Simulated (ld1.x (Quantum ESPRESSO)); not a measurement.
# What the settings do to the TM potential of caesium

Base potential:

caesium (Cs), norm-conserving Troullier–Martins (Kleinman–Bylander form), made with ld1.x (Quantum ESPRESSO) 7.5 (Wu–Cohen, fully relativistic). Core [Xe], reference 5d0 6s1 6p0. Waves: 6p (bound, empty): rc 3.35 bohr; 5d (bound, empty): rc 4.20 bohr; 6s (bound): rc 4.20 bohr. Local part: the s channel. Core correction: a·sin(br)/r model core, default radius (core density twice the valence density).

Open shells are filled in proportion to 2j + 1 (rel_dist='average').

All-electron outer shells of the reference configuration (Wu–Cohen, scalar-relativistic, ld1.x):

```
shell  level (eV)  outermost node (bohr)  outermost maximum (bohr)
   5s      -26.82                   0.82                      1.54
   5p      -13.57                   0.89                      1.79
   6s       -2.04                   2.11                      4.92
   6p       -0.71                   2.61                      6.55
   5d       -0.35                   1.06                      3.30
```

Cutoffs, loose and tight: the cutoffs (Ry, on a coarse ladder) from which the occupation-weighted sum of valence levels, in a spherical-Bessel basis at the reference potential, stays within 10 and 1 mRy of its value at 400 Ry. They do not see the model core or the augmentation charge, which bear on the density cutoff. Test errors are all-electron minus pseudo excitation energies from the reference, over the configurations 5d0 6s0.5 6p0; 5d0 6s0 6p1; 5d1 6s0 6p0; 5d0.5 6s0.5 6p0. A dash means not determined; rows that change the core or the reference have their own tests. The largest error is taken over the tests solved by every variant that gives reliable tests at all: 5d0 6s0.5 6p0; 5d0.5 6s0.5 6p0; 5d1 6s0 6p0.

For the base: The cutoffs count occupied waves only; the empty 6p level needs 25 Ry at the loose tolerance.

A true bound ghost makes a file unfit for plane-wave use even where its test errors are small: the radial tests pick states by their node count and pass the ghost by.

The default core radius of the base comes out at 3.83 bohr.

```csv
change,outcome,"cutoff, loose","cutoff, tight",bound ghosts,largest test error (meV)
base,generated,6 Ry,6 Ry,"p1/2, p3/2",+2.6
functional BLYP,generated,6 Ry,6 Ry,"p1/2, p3/2",+3.9
wave 6s (bound): rc 4.20 bohr becomes 6s (bound): rc 3.98 bohr,generated,6 Ry,6 Ry,"p1/2, p3/2",+2.9
"core [Kr] 4d10, valence charge 9; reference 5s2 5p6 5d0 6s0 6p1; waves now 5p (bound): rc 1.80 bohr; 5d (bound): rc 3.80 bohr; 5s (bound): rc 1.60 bohr; core correction Bessel-smoothed model core, default radius (core density twice the valence density)",failed: run_pseudo: Errors in PS-KS equation,–,–,–,–
wave 6p (bound): rc 3.35 bohr becomes 6p (bound): rc 3.40 bohr,generated,6 Ry,6 Ry,"p1/2, p3/2",+2.6
type RRKJ; local potential the d channel,failed: compute_chi: n is too large,–,–,–,–
```

(1) What comes out with this change to the base: local potential all-electron potential smoothed inside 3.40 bohr (lloc = -1)?

(2) What comes out with this change to the base: wave 5d (bound): rc 4.20 bohr becomes 5d (bound): rc 2.52 bohr?

(3) What comes out with this change to the base: core correction none?

## Answers

(1) outcome: generated; cutoff, loose: 6 Ry; cutoff, tight: 6 Ry; bound ghosts: p1/2, p3/2, s; largest test error (meV): +2.7.

(2) outcome: generated; cutoff, loose: 6 Ry; cutoff, tight: 6 Ry; bound ghosts: p1/2, p3/2; largest test error (meV): -2.2.

(3) outcome: generated; cutoff, loose: 6 Ry; cutoff, tight: 6 Ry; bound ghosts: p1/2, p3/2; largest test error (meV): +75.
